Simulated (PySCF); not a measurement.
Isomers of C2H9PSi, one GFN2-xTB conformer each. Single-point energies are computed at PBE0/pcSseg-1 (PySCF, gas phase, no added dispersion term), electronic only.

| SMILES | GFN2-xTB relative energy (kJ/mol) |
| --- | --- |
| C[SiH](C)P | 20.0 |
| CC[SiH2]P | 0.0 |
| CPC[SiH3] | 15.9 |

Conformers: `[CH3:1][SiH:2]([CH3:3])[PH2:4]` with C1–Si2–P4–H -45° and 47°; `[CH3:1][CH2:2][SiH2:3][PH2:4]` with C1–C2–Si3–P4 173°, C2–Si3–P4–H 175° and 82°; `[CH3:1][PH:2][CH2:3][SiH3:4]` with C1–P2–C3–Si4 -165°.

Problem. What does PBE0/pcSseg-1 give for the same structures?

Solution. 
```tsv
SMILES	PBE0/pcSseg-1 E (Eh)	PBE0/pcSseg-1 (kJ/mol)	GFN2-xTB (kJ/mol)	point group
C[SiH](C)P	-712.10200	0.0	20.0	–
CC[SiH2]P	-712.08273	50.6	0.0	–
CPC[SiH3]	-712.07063	82.4	15.9	C1
```

GFN2-xTB puts CC[SiH2]P lowest instead; measured from each level's own lowest isomer, the values differ by up to 66.5 kJ/mol (CPC[SiH3]: 15.9 against 82.4). 

Problem. Which frontier levels, dipoles and rotational constants go with these structures?

Solution. 
```tsv
SMILES	HOMO (eV, PBE0/pcSseg-1)	LUMO (eV)	dipole (D)	A, B, C (MHz)
C[SiH](C)P	-7.21	0.75	1.66	5080, 2829, 2062
CC[SiH2]P	-7.39	0.55	1.13	12297, 1770, 1625
CPC[SiH3]	-6.87	0.49	1.46	13237, 1828, 1701
```
